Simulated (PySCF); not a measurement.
Compound: C9H17N.
Geometry (PBE0-D3(BJ)/def2-SVP, Å), atoms numbered from 1 in this order:
```
atom  x, y, z in Å
N1     3.1662    0.1480   -1.1614
C2     2.5389   -0.1293    0.1156
C3     1.0349    0.1099    0.0642
C4     0.3911   -0.0572    1.4421
C5    -1.1385   -0.0210    1.3751
C6    -1.6507    1.2149    0.6103
C7    -1.6815    0.7876   -0.8793
C8    -1.1857   -0.6715   -0.8914
C9     0.3396   -0.7578   -0.9876
C10   -1.6290   -1.1672    0.4872
H11    3.1154    1.1442   -1.3681
H12    4.1546   -0.0900   -1.1391
H13    2.7155   -1.1914    0.3634
H14    2.9554    0.4552    0.9658
H15    0.8946    1.1673   -0.2343
H16    0.7058   -1.0218    1.8811
H17    0.7625    0.7290    2.1219
H18   -1.5509   -0.0695    2.3952
H19   -2.6612    1.4796    0.9576
H20   -1.0177    2.0989    0.7879
H21   -2.7071    0.8418   -1.2754
H22   -1.0633    1.4348   -1.5214
H23   -1.6379   -1.2484   -1.7135
H24    0.6956   -0.4669   -1.9874
H25    0.6476   -1.8103   -0.8489
H26   -1.1954   -2.1433    0.7580
H27   -2.7270   -1.2597    0.5390
```

Computed with PySCF, PBE0-D3(BJ)/def2-SVP geometry optimisation, gas phase.

Masses are those of the commonest isotopes; rigid-rotor values at the optimised geometry. The values belong to one conformer with, in the numbering `[NH2:1][CH2:2][C@@H:3]1[CH2:4][C@H:5]2[CH2:6][CH2:7][C@@H:8]([CH2:9]1)[CH2:10]2`, H–N1–C2–C3 67° and -175°, N1–C2–C3–C4 -175°.

Question: Give the principal moments of inertia and the rotational constants in cm⁻¹.

Answer: Ia = 206.03, Ib = 532.90, Ic = 578.34 u·Å²; 505379 MHz·u·Å²/I gives 2453, 948.4 and 873.8 MHz, that is A = 0.08182, B = 0.03163, C = 0.02915 cm⁻¹.

Question: What kind of rotor is it?

Answer: A near-prolate asymmetric top; Ray's κ = -0.906.

Question: What does the inertial defect say?

Answer: Not planar: Δ = Ic − Ia − Ib = -160.58 u·Å². For a rigid frame Δ = −2 Σ m c², so Σ m c² = 80.29 u·Å² lies off the ab plane: 26.81 from hydrogen and 53.48 from heavier atoms. The atom farthest from that plane is 2.17 Å away.

Question: Give the other two planar moments, Paa and Pbb, and the rms extents of the mass along the axes.

Answer: Paa = Σ m a² = (Ib + Ic − Ia)/2 = 452.61 and Pbb = Σ m b² = (Ia + Ic − Ib)/2 = 125.73 u·Å². With the mass M = 139.14 u, the rms extents √(P/M) along a, b and c are 1.80, 0.95, 0.76 Å.

Question: Which lines would a microwave search look for?

Answer: The dipole components are |μa| = 0.73 D, |μb| = 0.80 D, |μc| = 0.67 D. Intensities carry the squares of the components, which stand as 0.84 : 1.00 : 0.71 (a : b : c). Some lines, for components of 0.1 D or more:

```
type  branch         J(Ka,Kc)    MHz  lower level (cm⁻¹)
   a       Q  5(1,4) ← 5(1,5)   1116               0.944
   c       Q  1(1,1) ← 1(0,1)   1505               0.061
   b       Q  2(1,1) ← 2(0,2)   1656               0.182
   b       R  4(1,3) ← 3(2,2)   3028               0.570
   b       Q  2(2,0) ← 2(1,1)   4517               0.238
   a       R  4(2,3) ← 3(2,2)   7287               0.570
   c       R  2(2,1) ← 1(1,1)   8307               0.111
   b       R  2(2,0) ← 1(1,1)   8310               0.111
   a       R  5(1,5) ← 4(1,4)   8914               0.647
   a       R  5(2,4) ← 4(2,3)   9105               0.813
   a       R  5(3,3) ← 4(3,2)   9120               1.071
   c       Q  5(4,2) ← 5(3,2)  10784               1.375
   b       Q  4(4,1) ← 4(3,2)  10788               1.071
   c       R  5(2,3) ← 4(1,3)  13456               0.671
   c       Q  5(5,1) ← 5(4,1)  13871               1.735
   c       R  5(2,4) ← 4(1,4)  14108               0.647
   c       R  5(4,1) ← 4(3,1)  19905               1.071
   b       R  5(4,1) ← 4(3,2)  19905               1.071
```

Question: Estimate the classical rotational partition function at 10 K, 298.15 K and 500 K.

Answer: Point group C1, symmetry number σ = 1; q = (√π/σ)·√((kT/h)³/(ABC)), k/h = 20836.6 MHz/K: 3740 at 10 K, 609000 at 298.15 K, 1320000 at 500 K.

No frequency check. Zero-point vibration and centrifugal distortion are left out. A rigid rotor knows nothing of inversion at nitrogen, which can split or shift real lines. Quadrupole hyperfine structure (14N) is left out.
